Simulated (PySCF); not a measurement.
B(H)(OH)(SiH3) (BH₅OSi), SMILES [SiH3]BO. The structure is a stationary point at B3LYP-D3(BJ)/def2-TZVP. The values are those of a single conformer.

Problem. Give the equilibrium geometry at B3LYP-D3(BJ)/def2-TZVP (PySCF confirms it by a frequency run) as bond lengths and angles, and its point group. (Estimate from the structure and the level; the computed values follow.)

Solution. Several could match; the one computed here: point group Cs.
Atoms: B1 H2 O3 H4 Si5 H6 H7 H8. Bond lengths (Å): B1–H2 1.196, B1–O3 1.354, B1–Si5 2.033, O3–H4 0.964, Si5–H6 1.486, Si5–H7 1.486, Si5–H8 1.490. Bond angles (°): H2–B1–O3 115.0, H2–B1–Si5 121.8, O3–B1–Si5 123.2, B1–O3–H4 114.8, B1–Si5–H6 110.9, B1–Si5–H7 110.9, B1–Si5–H8 111.4, H6–Si5–H7 107.7, H6–Si5–H8 108.0, H7–Si5–H8 108.0.
